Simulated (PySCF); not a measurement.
**Correlation energy of C⁻ (carbon, charge -1)**

[He] 2s2 2p3, high-spin 4S determinant. All numbers are calculated (PySCF 2.14, the spin-free X2C one-electron Hamiltonian (Gaussian nucleus), in dyall-acv3z). Frozen: nothing; 7 electrons correlated; the 5 highest virtual orbitals of each spin left out.

```
  level  correlation energy (mhartree)
   CCSD                        -164.53
    (T)                          -5.21
CCSD(T)                        -169.74
```

Diagnostics: T1 = 0.019, D1 = 0.0386, largest double amplitude 0.035.

Cost of the coupled-cluster step: of the order of 20 core-seconds, for 7 correlated electrons.

Iterations:

```
CC2 = 0
CCSD nocc = (np.int64(5), np.int64(2)), nmo = (71, 71)
frozen orbitals [[71, 72, 73, 74, 75], [71, 72, 73, 74, 75]]
max_cycle = 100
direct = 0
conv_tol = 1e-08
conv_tol_normt = 1e-06
diis_space = 8
diis_start_cycle = 0
Init t2, MP2 energy = -0.147333657211111
Init E_corr(UCCSD) = -0.147333657378012
cycle = 1  E_corr(UCCSD) = -0.160162477417185  dE = -0.01282882  norm(t1,t2) = 0.0459032
cycle = 2  E_corr(UCCSD) = -0.162938163264876  dE = -0.00277568585  norm(t1,t2) = 0.0191858
cycle = 3  E_corr(UCCSD) = -0.164322185304215  dE = -0.00138402204  norm(t1,t2) = 0.0128072
cycle = 4  E_corr(UCCSD) = -0.164658120087029  dE = -0.000335934783  norm(t1,t2) = 0.00504823
cycle = 5  E_corr(UCCSD) = -0.164512493341424  dE = 0.000145626746  norm(t1,t2) = 0.00241546
cycle = 6  E_corr(UCCSD) = -0.164526282258661  dE = -1.37889172e-05  norm(t1,t2) = 0.000463941
cycle = 7  E_corr(UCCSD) = -0.16452912604764  dE = -2.84378898e-06  norm(t1,t2) = 0.000113564
cycle = 8  E_corr(UCCSD) = -0.164527236481244  dE = 1.8895664e-06  norm(t1,t2) = 3.77615e-05
cycle = 9  E_corr(UCCSD) = -0.16452749719992  dE = -2.60718676e-07  norm(t1,t2) = 1.09864e-05
cycle = 10  E_corr(UCCSD) = -0.164527449346597  dE = 4.78533227e-08  norm(t1,t2) = 4.22672e-06
cycle = 11  E_corr(UCCSD) = -0.164527491256195  dE = -4.19095978e-08  norm(t1,t2) = 2.03018e-06
cycle = 12  E_corr(UCCSD) = -0.164527505612282  dE = -1.43560866e-08  norm(t1,t2) = 8.08003e-07
cycle = 13  E_corr(UCCSD) = -0.16452750328709  dE = 2.32519176e-09  norm(t1,t2) = 1.50794e-07
UCCSD converged
E(UCCSD) = -37.88966304479379  E_corr = -0.1645275032870899
UCCSD(T) correction = -0.00521087379875896
```
